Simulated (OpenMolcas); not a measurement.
# Pt2+ in CaO: curves along the breathing mode

Pt2+ with its 6 nearest oxide ions, on the Ca site of CaO (a = 4.8105 Å, distance in the model lattice 2.405 Å). The rest of the host is ab initio model potentials to 7.6 Å, with orthogonalisation functions on the cations behind the ligands, and point charges beyond; the distance is set by hand and nothing relaxes. Ligand basis ANO-RCC-VDZP.

* Program: OpenMolcas
* Method: SS-CASPT2, IPEA 0.25 Eh, imaginary shift 0.1 Eh (closed shells correlated: 5s 5p and the ligand valence shells)
* Basis: ANO-RCC-VDZP [7s6p4d2f]
* Scalar Hamiltonian: DKH2, point nucleus
* Active space: 8 electrons in 5 orbitals (5d)
* State averaging: 2S+1 = 3 even, 10 roots; 2S+1 = 1 even, 15 roots
* Spin-orbit coupling: state interaction with AMFI integrals over the reference wave functions

Spin-free energies (labels of O, the rotations of Oh) in cm-1 above the lowest fitted minimum, as all ligands move together:

| R (Å) | 3A2 | 1E | 1A1 | 3T1 | 1T2 | 1T1 | 3T1(2) |
| --- | --- | --- | --- | --- | --- | --- | --- |
| 2.11 | 25650 | 32960 | 41090 | 57570 | 58690 | 61750 | 79300 |
| 2.159 | 15730 | 22970 | 31090 | 46000 | 47230 | 50150 | 66170 |
| 2.209 | 8380 | 15490 | 23560 | 37180 | 38350 | 41310 | 55980 |
| 2.259 | 3490 | 10430 | 18400 | 31000 | 32090 | 35050 | 48700 |
| 2.309 | 760 | 7460 | 15330 | 26950 | 28160 | 31120 | 44000 |
| 2.358 | -30 | 6460 | 14130 | 25520 | 26140 | 29310 | 41610 |
| 2.408 | 940 | 7050 | 14600 | 25760 | 26460 | 29270 | 41380 |

Cubic fits give the following; the wavenumber is harmonic, with the mass of all moving ligands, small differences in it between states hang on the degree of the fit, a number in brackets counts states of one label, and the table is a selection of at most 14 states with clean curves.

```tsv
State	R0 (Å)	Breathing mode (cm-1)	Minimum (cm-1)
3A2	2.355	492	0
1E	2.364	477	6450
1A1	2.369	471	14120
3T1	2.374	519	25350
1T2	2.379	516	26110
1T1	2.384	482	29080
3T1(2)	2.391	516	41250
1E(2)	2.393	515	47760
1T2(2)	2.393	513	47840
1A1(2)	2.397	505	59740
```

The minimum of 3T1 is shifted by +0.0197 Å against 3A2 (from the unrounded fits). With M = 96.0 u for the moving shell, the Huang-Rhys factor in this mode is S = M ω ΔR² / 2ħ = 0.01483 × 96.0 × 492 × 0.0197² = 0.27. Only the first shell moves, against a rigid host.

Roots that are degenerate in the reference are averaged as groups; the widest CASPT2 spread within a group is 670 cm-1 (the 3-fold group of multiplicity 3 near 19200 cm-1 above the lowest state of its run, R = 2.358). Shifts and gaps below about the spread of the groups concerned are not significant. Over all roots computed the reference weight is 0.68 to 0.70 in R = 2.11, 0.68 to 0.70 in R = 2.159, 0.68 to 0.69 in R = 2.209, 0.68 to 0.69 in R = 2.259, 0.68 to 0.69 in R = 2.309, 0.67 to 0.69 in R = 2.358, 0.67 to 0.69 in R = 2.408; a low but even weight reflects the number of correlated electrons. Real 4d8 and 5d8 ions are as a rule square planar and diamagnetic. Ligand-to-metal charge-transfer states are missing. With no ligand orbital active B as a rule stays too high, so bands that hang on it stand too high and its fall with covalency is understated. With one d shell and no ligand orbital active, 10Dq can be off by a tenth or more. The least metal-like active orbital is 79 % on the metal (Löwdin) and no ligand orbital is active, so the numbers are rough (holds for R = 2.11; R = 2.159). The least metal-like active orbital is 80 % on the metal (Löwdin) and no ligand orbital is active, so the numbers are rough (holds for R = 2.209; R = 2.259; R = 2.408). The least metal-like active orbital is 81 % on the metal (Löwdin) and no ligand orbital is active, so the numbers are rough (holds for R = 2.309; R = 2.358). No measured value stands beside these numbers.
